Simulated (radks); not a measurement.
The argon ion Ar2+ inside a hard spherical wall (all orbitals vanish at R), configuration held at [Ne] 3s2 3p4 and not refilled when levels cross. Method: non-relativistic Kohn-Sham, PBE, spin-polarised, spherical densities, point nucleus; open shells are filled with parallel spins first; computed with a radial shooting solver on a logarithmic mesh with Libxc functionals. Eigenvalues in eV for spin up, with the zero of energy where the potential of the charges vanishes at infinity; a dash marks a level that is unbound or too diffuse for the functional's potential to be trusted. A positive occupied level is held by the wall or, in an anion where self-interaction has pushed it up, behind a barrier. The pressure on the wall is -dE/dV.

R (bohr)  E (hartree)  kinetic (hartree)    e(2s)    e(2p)    e(3s)    e(3p)  e(3d, empty)  e(4s, empty)  pressure (GPa)
free       -525.74704            525.198  -324.78  -260.00  -51.391  -36.472       -15.577       -13.457               0
15         -525.74704            525.198  -324.78  -260.00  -51.391  -36.472       -15.577       -13.457        < 0.0001
12         -525.74704            525.198  -324.78  -260.00  -51.391  -36.472       -15.577       -13.457        < 0.0001
8          -525.74704            525.198  -324.78  -260.00  -51.391  -36.472       -15.576       -13.407        < 0.0001
7          -525.74703            525.198  -324.78  -260.00  -51.391  -36.472       -15.567       -13.261        0.000657
3.5        -525.67186            525.801  -322.91  -258.12  -50.147  -35.033       -12.630         3.190            37.2
3          -525.47498            527.003  -319.82  -254.97  -47.966  -32.460        -8.938        19.090             181
1.5        -512.05776            569.957  -260.71  -193.73   36.176   55.980        73.533        347.29           40600
